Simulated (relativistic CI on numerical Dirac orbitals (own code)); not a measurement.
**V3+: K-beta X-ray emission**

Computed with this model: Dirac-Coulomb-Breit CI, KLI orbitals optimised for each configuration, QED by a radiative potential, valence Slater integrals scaled by 0.9, multiplet model of X-ray emission after core ionisation; configurations [Ar] 3d2 → 1s 2s2 2p6 3s2 3p6 3d2 → [Ne] 3s2 3p5 3d2; 300 K; Lorentzian 2.24 eV and Gaussian 1 eV FWHM. Energies are those of the free ion, without screening or charge transfer. S is read from ⟨S²⟩ = S(S + 1).

Field parameters in Wybourne normalisation: D4h B²₀ = −7Ds, B⁴₀ = 21(Dq − Dt), B⁴₄ = 21√(5/14) Dq. The field is a parameter set, without covalency.

Computed curve for D4h, 10Dq = 14100, Ds = -1500, Dt = 490 cm⁻¹, scaled to 100 at the maximum (points under 2 are left out and the grid is thinned):

Energy (eV), Intensity and a bar:
```
   5408.8        2.2 
   5409.4        3.0 
   5410.0        4.3 #
   5410.4        5.4 #
   5411.0        7.0 ##
   5411.6        8.0 ##
   5412.2        7.5 ##
   5412.8        5.9 #
   5413.2        4.9 #
   5413.8        4.1 #
   5414.4        4.0 #
   5415.0        4.7 #
   5415.6        6.2 #
   5416.0        7.6 ##
   5416.6        9.5 ##
   5417.2        9.8 ##
   5417.8        8.1 ##
   5418.4        6.1 #
   5418.8        5.2 #
   5419.4        4.5 #
   5420.0        4.3 #
   5420.6        4.4 #
   5421.2        4.9 #
   5421.6        5.3 #
   5422.2        6.5 #
   5422.8        8.2 ##
   5423.4       10.3 ###
   5424.0       12.5 ###
   5424.4       14.2 ####
   5425.0       17.3 #####
   5425.6       21.7 ######
   5426.2       27.7 ########
   5426.6       32.7 #########
   5427.2       40.7 ############
   5427.8       49.0 ###############
   5428.4       58.0 #################
   5429.0       68.6 #####################
   5429.4       76.8 #######################
   5430.0       89.7 ###########################
   5430.6       99.0 ##############################
   5431.2       97.5 ##############################
   5431.8       84.5 ##########################
   5432.2       74.6 ######################
   5432.8       62.5 ###################
   5433.4       50.0 ###############
   5434.0       35.5 ##########
   5434.6       23.7 #######
   5435.0       18.3 #####
   5435.6       13.0 ###
   5436.2        9.7 ##
   5436.8        7.6 ##
   5437.4        6.1 #
   5437.8        5.3 #
   5438.4        4.5 #
   5439.0        3.8 #
   5439.6        3.3 
   5440.2        2.8 
   5440.6        2.6 
   5441.2        2.3 
   5441.8        2.0
```

The ground state has S = 1.00, and the centroid lies at 5428.93 eV.
